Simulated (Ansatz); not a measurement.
Ga9As9H24, a nanocrystal cut from wurtzite GaAs (hydrogen-capped). The state is a singlet with charge 0. Geometry PBE-D4/def2-SVP; atoms count from 1.

Cartesian coordinates in Å:
```
Ga 1.1846 -4.8599 -0.1192
As -0.2698 -4.2274 1.8852
As 1.2627 -2.5431 -1.0546
Ga -0.9323 -1.7535 -1.8670
Ga -1.0931 -1.9193 2.3555
As -2.1876 -1.2402 0.2407
As -0.6466 0.4614 -2.9225
Ga -2.7479 1.3228 -3.9668
Ga -3.0022 1.0851 0.4877
As -3.9779 1.6194 -1.7459
Ga 2.5206 -0.9691 0.3740
As 0.9536 -0.5277 2.2796
As 2.6653 1.2141 -0.7726
Ga 0.5298 2.1631 -1.5727
Ga 0.3103 1.8365 2.6381
As -0.8570 2.3218 0.5090
Ga 4.0698 2.8752 0.4586
As 2.4658 3.0777 2.4384
H 0.2727 -5.7860 -1.0125
H 2.5823 -5.2533 0.4964
H -1.5074 -5.1174 1.9554
H 0.3684 -4.7032 3.1872
H 2.1071 -2.6303 -2.3252
H -1.7182 -2.8006 -2.7478
H -1.9682 -1.7906 3.6592
H -3.4602 -2.0825 0.1877
H 0.3166 0.1887 -4.0771
H -3.5133 0.1594 -4.7072
H -2.5327 2.7856 -4.5155
H -3.9673 1.3537 1.7036
H -5.3279 0.9086 -1.7774
H -4.5245 3.0384 -1.6173
H 3.9014 -1.5237 0.8992
H 1.7156 -0.9074 3.5473
H 3.4226 0.8948 -2.0610
H 0.6611 3.5730 -2.2690
H -0.4993 2.1406 3.9550
H -1.2682 3.7875 0.6295
H 5.3598 2.1824 1.0442
H 4.0169 4.2797 -0.2569
H 3.1979 2.8261 3.7534
H 2.1169 4.5395 2.7033
```

Single mean-field runs in def2-TZVP are fitted with def2-universal-jkfit.

(1) Estimate the Mulliken populations of the heavy atoms from the PBE0/def2-TZVP orbitals of Ansatz.

(2) And the Mayer bond orders between heavy atoms (over 0.3)?

Results:

(1) 
| atom | charge (e) |
| --- | --- |
| Ga1 | 0.21 |
| As2 | -0.26 |
| As3 | -0.37 |
| Ga4 | 0.32 |
| Ga5 | 0.32 |
| As6 | -0.38 |
| As7 | -0.37 |
| Ga8 | 0.21 |
| Ga9 | 0.32 |
| As10 | -0.26 |
| Ga11 | 0.32 |
| As12 | -0.38 |
| As13 | -0.37 |
| Ga14 | 0.32 |
| Ga15 | 0.32 |
| As16 | -0.38 |
| Ga17 | 0.21 |
| As18 | -0.26 |
Mulliken values depend strongly on the basis.

(2) Ga1–As2 0.60 (2.56 Å); Ga1–As3 0.71 (2.50 Å); As2–Ga5 0.71 (2.50 Å); As3–Ga4 0.76 (2.47 Å); As3–Ga11 0.76 (2.47 Å); Ga4–As6 0.69 (2.51 Å); Ga4–As7 0.76 (2.47 Å); Ga5–As6 0.75 (2.48 Å); Ga5–As12 0.75 (2.48 Å); As6–Ga9 0.75 (2.48 Å); As7–Ga8 0.71 (2.50 Å); As7–Ga14 0.76 (2.47 Å); Ga8–As10 0.60 (2.56 Å); Ga9–As10 0.71 (2.50 Å); Ga9–As16 0.75 (2.48 Å); Ga11–As12 0.69 (2.51 Å); Ga11–As13 0.76 (2.47 Å); As12–Ga15 0.75 (2.48 Å); As13–Ga14 0.76 (2.47 Å); As13–Ga17 0.71 (2.50 Å); Ga14–As16 0.69 (2.51 Å); Ga15–As16 0.75 (2.48 Å); Ga15–As18 0.71 (2.50 Å); Ga17–As18 0.60 (2.56 Å).
